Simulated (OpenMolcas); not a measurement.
Er2+ among 4 point charges of -1.5 e arranged as a tetrahedron (Td).

```
Program             : OpenMolcas 26.06
Method              : CASSCF
Basis               : ANO-RCC-VDZP [7s6p4d2f1g]
Scalar Hamiltonian  : DKH2, point nucleus
Active space        : 12 electrons in 7 orbitals (4f)
State averaging     : 2S+1 = 3 even, 21 roots; 2S+1 = 1 even, 27 roots kept (CI in the orbitals of an earlier block)
Spin-orbit coupling : state interaction with AMFI integrals over the reference wave functions
```

All point charges move together. At R = 2.55 Å the width of the lowest J multiplet is 106 cm-1, and at R = 2.93 Å it is 55 cm-1.

Question: A third run gives 77 cm-1. What distance was it run at?

Answer: With a power law R^-n the two known points give n = -ln(55 / 106) / ln(2.93 / 2.55) = 4.72. Then R = 2.55 × (106 / 77)^(1/4.72) = 2.729 Å. The run was at 2.73 Å, so the estimate is off by -0.001 Å.

Point charges carry no covalency, so the field is a model and not that of real ligands. No measured value stands beside these numbers.
